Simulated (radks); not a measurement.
Question: Species: Pr+. Configuration: [Xe] 4f3 6s1. Method: scalar-relativistic Kohn-Sham, LB94 model potential, spin-unpolarised, spherical densities, finite nucleus; Fermi nuclear charge, rms radius 4.8919 fm; computed with a radial shooting solver on a logarithmic mesh with Libxc functionals. Some entries of the table are withheld. Estimate them.

| orbital | occ. | eigenvalue (eV) | <r> (bohr) |
|---|---|---|---|
| 1s | 2 | -41995.29 | 0.02406 |
| 2s | 2 | (1) | (2) |
| 2p | 6 | -6072.720 | 0.09032 |
| 3s | 2 | -1478.038 | 0.2720 |
| 3p | 6 | -1253.622 | 0.2699 |
| 3d | 10 | -937.4218 | 0.2468 |
| 4s | 2 | -300.4231 | (3) |
| 4p | 6 | -227.5599 | 0.6605 |
| 4d | 10 | -123.2122 | 0.7270 |
| 5s | 2 | -50.1487 | 1.497 |
| 5p | 6 | -32.3055 | 1.754 |
| 4f | 3 | -13.5936 | 1.092 |
| 6s | 1 | -11.8394 | 3.780 |

Answer: 
(1) 2s eigenvalue (eV): -6779.112
(2) 2s <r> (bohr): 0.1029
(3) 4s <r> (bohr): 0.6234
